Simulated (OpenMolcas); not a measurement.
A run on Co3+ with its 6 nearest chloride ions at 2.565 Å, on the Y site of Cs2NaYCl6 (a = 10.7396 Å, distance in the model lattice 2.619 Å). The rest of the host is ab initio model potentials to 7.6 Å, with orthogonalisation functions on the cations behind the ligands, and point charges beyond; the distance is set by hand and nothing relaxes. Ligand basis ANO-RCC-VDZP.
```
Co    0.0000    0.0000    0.0000
Cl    2.5650    0.0000    0.0000
Cl    0.0000    2.5650    0.0000
Cl   -2.5650    0.0000    0.0000
Cl    0.0000   -2.5650    0.0000
Cl    0.0000    0.0000    2.5650
Cl    0.0000    0.0000   -2.5650
```

```
Program             : OpenMolcas 26.06
Method              : CASSCF
Basis               : ANO-RCC-VDZP [5s4p2d1f]
Scalar Hamiltonian  : DKH2, point nucleus
Active space        : 6 electrons in 5 orbitals (3d)
State averaging     : 2S+1 = 5 even, 5 roots; 2S+1 = 3 even, 45 roots; 2S+1 = 1 even, 50 roots
Spin-orbit coupling : state interaction with AMFI integrals over the reference wave functions
```

166 basis functions. Blocks (2S+1, parity, CSFs, roots kept): 5, even, 5, 5; 3, even, 45, 45; 1, even, 50, 50.

**Question.** How long do the RASSCF and RASSI steps take on 1 thread of Arm Neoverse V1, on a shared host?

**Answer.** About 81 s of wall time, without the integral step.
